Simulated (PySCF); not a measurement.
Computed Raman spectrum (relative Raman activity) of a molecule C5H7F. Geometry: B3LYP-D3(BJ)/def2-SVP. One conformer was computed; it need not be the lowest. Calculation: B3LYP-D3(BJ)/def2-SVP (PySCF). No scaling factor is applied to the harmonic values.

Lines under 2 % of the strongest are left out, and lines within 2 cm⁻¹ are merged.

```tsv
ν (cm⁻¹)	relative intensity
675	3.9
769	2.8
823	3.5
870	3.0
916	4.3
932	3.5
969	5.7
1039	6.1
1182	3.1
1196	2.7
1221	12
1262	8.7
1333	2.4
1437	11
1492	5.9
1755	41
3120	17
3124	83
3165	47
3174	7.4
3208	100
3220	23
```

### Question
Which structure fits?
(A) F/C=C\C1CC1
(B) C#C[C@H](F)CC
(C) CC#C[C@@H](C)F
(D) C[C@H]1CC=C1F

### Answer
A, F/C=C\C1CC1
